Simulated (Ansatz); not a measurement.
`FC(F)[SiH]1N=C1Cl` + CH₃OH → `COC(F)F` + `ClC1=N[SiH2]1` at 400 K and 1 bar (substitution at a C–Si bond).

Calculated with Ansatz (gas phase, PBE0-D4/def2-TZVP geometries, no zero-point term in ΔE). CCSD(T)/CBS adds triple-zeta CCSD(T) − MP2 to the extrapolated MP2 energy (def2 sets, frozen cores). This one scheme is used for every species. Each species was taken in one conformer, which may not be the lowest.

| species | CCSD(T)/CBS energy (Eh) | H − E (kJ/mol) | S (J/(mol·K)) |
| --- | --- | --- | --- |
| `FC(F)[SiH]1N=C1Cl` | -1080.37669 | 145.1 | 414.6 |
| CH₃OH | -115.61712 | 151.2 | 252.6 |
| `COC(F)F` | -353.25678 | 197.7 | 333.9 |
| `ClC1=N[SiH2]1` | -842.74843 | 93.5 | 316.8 |

H − E and S are ideal-gas, rigid-rotor, harmonic terms from PBE0-D4/def2-TZVP, for one conformer and one mirror image of each species. 1 Eh = 2625.50 kJ/mol, R = 8.31446 J/(mol·K).

Problem. By hand: ΔE, ΔH, ΔS and ΔG.

Solution. ΔE = (-353.25678) + (-842.74843) − (-1080.37669) − (-115.61712) = -0.01140 Eh = -29.9 kJ/mol. Δ(H − E) = 197.7 + 93.5 − 145.1 − 151.2 = -5.1, so ΔH = -35.0 kJ/mol. ΔS = 333.9 + 316.8 − 414.6 − 252.6 = -16.5 J/(mol·K). ΔG = -35.0 − 400 × (-16.5)/1000 = -28.4 kJ/mol.

Problem. By hand: the equilibrium constant, and the temperature at which ΔG would vanish if ΔH and ΔS stayed fixed.

Solution. log₁₀ K = −ΔG/(RT ln 10) = 3.7. ΔG = 0 at ΔH/ΔS = 2121 K, though so small a ΔS makes that figure unsure.

ΔH outweighs TΔS. A doubt of 5 kJ/mol in ΔE shifts log₁₀ K by 0.7 here. Other conformers and mirror images would add mixing entropy, several J/(mol·K) or more a flexible species. Modes under 60 cm⁻¹, often nearly free rotors, make the harmonic entropy too high. These are equilibria of isolated gas molecules and say nothing of rates. Largest T1 diagnostic: 0.015 (customary marks: 0.02 for closed shells, 0.045 for open ones).
